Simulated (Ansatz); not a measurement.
`CC([SiH3])(Cl)Cl` + H₂ → `CC(Cl)Cl` + SiH₄ at 700 K and 1 bar (hydrogenolysis of a C–Si bond).

Program: Ansatz. Geometries: PBE0-D4/def2-TZVP. ΔE: electronic, gas phase. CCSD(T)/CBS is the MP2 limit (def2-TZVPP, def2-QZVPP) plus CCSD(T) − MP2 in def2-TZVPP, frozen cores. This one scheme is used for every species.

| species | CCSD(T)/CBS energy (Eh) | H − E (kJ/mol) | S (J/(mol·K)) |
| --- | --- | --- | --- |
| `CC([SiH3])(Cl)Cl` | -1288.34619 | 271.1 | 478.2 |
| H₂ | -1.17544 | 46.8 | 155.3 |
| `CC(Cl)Cl` | -998.07052 | 206.5 | 385.8 |
| SiH₄ | -291.46306 | 115.5 | 252.9 |

H − E and S are ideal-gas, rigid-rotor, harmonic terms from PBE0-D4/def2-TZVP. For small species the MP2-based limit differs from directly extrapolated CCSD(T) by up to some mEh (0.8 for H₂); such offsets cancel only in part. 1 Eh = 2625.50 kJ/mol, R = 8.31446 J/(mol·K).

Problem. By hand: ΔE, ΔH, ΔS and ΔG.

Solution. ΔE = (-998.07052) + (-291.46306) − (-1288.34619) − (-1.17544) = -0.01195 Eh = -31.4 kJ/mol. Δ(H − E) = 206.5 + 115.5 − 271.1 − 46.8 = 4.1, so ΔH = -27.3 kJ/mol. ΔS = 385.8 + 252.9 − 478.2 − 155.3 = 5.2 J/(mol·K). ΔG = -27.3 − 700 × (5.2)/1000 = -30.9 kJ/mol.

Problem. By hand: the equilibrium constant, and the temperature at which ΔG would vanish if ΔH and ΔS stayed fixed.

Solution. log₁₀ K = −ΔG/(RT ln 10) = 2.3. ΔH and −TΔS have one sign here, so there is no such temperature.

The number of gas molecules stays the same, so ΔS is small and ΔH decides. A doubt of 5 kJ/mol in ΔE shifts log₁₀ K by 0.4 here. These are equilibria of isolated gas molecules and say nothing of rates. Largest T1 diagnostic: 0.011 (customary marks: 0.02 for closed shells, 0.045 for open ones).

ΔS is within the doubt of such terms, so its sign, and with it that verdict, could turn.
